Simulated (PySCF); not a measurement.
C3HBrClF, SMILES ClC=C=C(Br)F.

The structure is a stationary point at PBE-D3(BJ)/def2-SVP. The structure was generated by enumeration, and PubChem lists no compound with its InChIKey, so it may never have been made.

Two levels are set side by side: PBE/def2-TZVP (PySCF) and ωB97X/def2-TZVP (PySCF). Same geometry, gas phase. Differences are taken from unrounded values.

```csv
quantity,ωB97X,PBE,PBE minus ωB97X
orbital gap (eV),10.51,3.96,-6.55
highest occupied level (eV),-10.05,-6.57,3.48
lowest empty level (eV),0.46,-2.61,-3.06
dipole moment (D),1.29,1.10,-0.18
mean polarisability (bohr³),73.2,77.3,4.1
```

Without exact exchange PBE keeps part of each electron's self-repulsion, which lifts occupied levels and narrows the gap. PBE's more diffuse valence density responds more strongly to a field. Differences between two approximate levels are no errors against the true value.

Rough cost on one machine, each run with all the roots and properties that it gave: ωB97X against PBE within a factor of 2.
